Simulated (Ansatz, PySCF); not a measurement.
This PySCF input computes a B3LYP/def2-TZVPD energy:

```python
from pyscf import gto, scf, dft

mol = gto.M(
    atom='''
    Ca   -0.00000000   -0.00000000   -1.03020627
    S     0.00000000    0.00000000    1.28775783
    ''',
    basis='def2-tzvpd',
    charge=0,
    spin=0,
    verbose=4,
)

mf = dft.RKS(mol, xc='b3lyp').density_fit(auxbasis='def2-universal-jkfit')
mf.grids.level = 3
mf.conv_tol = 1e-9
mf.max_cycle = 100
mf.max_memory = 1500
mf.kernel()
if not mf.converged:
    mf = mf.newton()
    mf.kernel(mf.make_rdm1())
mf.analyze()
```

Question: Write an input for the same energy in Ansatz (a quantum-chemistry and plane-wave program) and say what it gives.

Answer: 
Ansatz 0.2 input:
```yaml
crystal:
  periodic: [false, false, false]
  atoms:
    - {symbol: Ca, position_ang: [-0.00000000, -0.00000000, -1.03020627]}
    - {symbol: S, position_ang: [0.00000000, 0.00000000, 1.28775783]}
basis:
  gaussian:
    orbitals: def2-TZVPD
hamiltonian:
  xc: {name: B3LYP}
output: {forces: true}
```
It gives -1075.83617 Eh, and PySCF -1075.83620 Eh, a difference of 0.03 mEh, from the treatment of integrals and grids.
